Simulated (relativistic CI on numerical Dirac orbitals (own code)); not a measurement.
Hyperfine structure of La, mass number 138

Computed by Dirac-Coulomb-Breit CI, KLI orbitals optimised for each configuration, model QED (radiative potential, 1s self-energy scaled to tabulated hydrogen-like ionisation energies), valence Slater integrals scaled by 0.85, P86 correlation energy added to each configuration (own radial code, finite nucleus).

Configurations in the expansion (outside the closed core [Xe]): 5d6s², 5d²6s, 5d³, 5d6s6p, 6s²4f, 6s²6p, 5d²6p, 5d6s4f, 5d6s6d, 5d6s6f, 5d²6d, 5d6s6g, 6s²7p, 5d6p², 4f6p², 6p³, 6s4f6p, 4f²6p, 4f6p6d, 6s6p², 6p²6d. Double excitations out of closed p, d and f shells are left out; levels of such configurations are missing from the list, as are those of other unlisted configurations, and high levels can miss mixing partners. These lack a partner that the ground configuration has and come out too high: 6s²7p.

Nuclear spin I = 5, μ = 3.7084 μN, Q = 0.39 b (tables of Stone and Pyykkö). The electronic factors are computed for point nuclear moments, without core polarisation; leaving it out makes A of s and p electrons in near-neutral atoms 20 to 40 % too small, and it can dominate for d and f shells.

| Level | E (eV) | A (MHz) | B (MHz) |
| --- | --- | --- | --- |
| 5d6s² ²D3/2 | 0.0000 | 130.8 | 63.6 |
| 5d6s² ²D5/2 | 0.1085 | 224.9 | 74.5 |
| 5d²6s ⁴F3/2 | 0.3636 | -546.1 | 23.5 |
| 5d²6s ⁴F5/2 | 0.3945 | 244.2 | 20.3 |
| 5d²6s ⁴F7/2 | 0.4382 | 460.4 | 28.9 |
| 5d²6s ⁴F9/2 | 0.4955 | 523.9 | 48.6 |
| 5d²6s ⁴P1/2 | 0.9908 | 2370 |  |
| 5d²6s ⁴P3/2 | 1.0126 | 997.2 | 55.5 |

Levels with J = 0, under 50 % of one LS term, or S terms without an open s electron are left out. Small factors come from cancelling terms and can be off by tens of per cent or more.

Correlation outside the listed configurations is missing or only estimated: errors of thousands of cm⁻¹ between configurations and terms are usual at this charge. Rates and lifetimes follow the computed energies and can be off by large factors. The fine structure of a lone outer electron comes out too small, for d and f at times inverted, and misplaced configurations move strength between like terms. 48 of the 68 excited levels that our extract of the measured tables holds in this range could be paired (the sources list more); they are missed by 1293 cm⁻¹ on average and 8712 at most, and levels without a partner can miss by more.

Problem. Give the hyperfine levels of 5d6s² ²D3/2 relative to its centre of gravity.

Solution. With K = F(F + 1) − I(I + 1) − J(J + 1), E = AK/2 + B[¾K(K + 1) − I(I + 1)J(J + 1)]/[2I(2I − 1)J(2J − 1)]: F = 7/2: -1150, F = 9/2: -602.4, F = 11/2: 105.3, F = 13/2: 996.9 MHz.

LS names give the leading component of a level, which can be under half, so a name can repeat, a term be missing and a line seem to break the LS rules.
